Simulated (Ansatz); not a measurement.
Calculated with Ansatz (gas phase, PBE0-D4/def2-TZVP geometries, no zero-point term in ΔE). CBS: MP2 limit from def2 TZ/QZ plus the TZ coupled-cluster correction, frozen cores. Elements past krypton have def2 core potentials. For Br, Ge, I outer-core shells are correlated without core-valence functions, which leaves a few kJ/mol of doubt a bond. Scalar relativity is left out up to krypton.

Consider the formal exchange of groups at a Ge–Br bond: `[CH3][GeH]([F])[Br]` + `[GeH3][I]` → `[CH3][GeH]([F])[GeH3]` + `BrI`.

**Question.** Is it downhill or uphill in electronic energy at CCSD(T)/CBS, and by how much? (Best estimate.)

**Answer.** The calculation gave: Uphill: ΔE = +183.6 kJ/mol.

**Question.** What do these levels give: SCS-MP2/def2-TZVPP, CCSD/def2-TZVPP, HF/def2-QZVPP, HF/CBS(def2), MP2/CBS(def2), CCSD/CBS(def2)? (An estimate is asked.)

**Answer.** Computed: SCS-MP2/def2-TZVPP 200.7, CCSD/def2-TZVPP 194.4, HF/def2-QZVPP 211.2, HF/CBS(def2) 210.7, MP2/CBS(def2) 199.0, CCSD/CBS(def2) 185.4 kJ/mol.

Largest T1 diagnostic among the species: 0.012.

From PBE to PBE0 (25 % exact exchange), in def2-TZVPP and without D4, ΔE moves by +14.0 kJ/mol. In def2-TZVPP, CCSD(T) changes the Hartree–Fock value by −22.6 kJ/mol (the triples alone add −1.8 kJ/mol) and MP2 by −7.2 kJ/mol.
